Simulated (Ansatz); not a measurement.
HGe, doublet, geometry from GFN2-xTB.

Input for Ansatz (a program for electronic structure):
Ansatz 0.2 input:
```yaml
crystal:
  periodic: [false, false, false]
  atoms:
    - {symbol: Ge, position_ang: [-0.00000000, -0.00000000, -0.04951318]}
    - {symbol: H, position_ang: [0.00000000, 0.00000000, 1.58442176]}
basis:
  gaussian:
    orbitals: def2-SVPD
hamiltonian:
  xc: {name: SVWN5}
magnetization: {spin_polarized: true, initial_magnetization: 1}
```

**Question.** What is the computed total energy (SVWN5/def2-SVPD (Ansatz))?

**Answer.** -2074.0946 Eh

**Question.** Predict the number of basis functions from SVWN5/def2-SVPD.

**Answer.** 46

**Question.** What is the computed <S^2> (SVWN5/def2-SVPD)?

**Answer.** 0.751
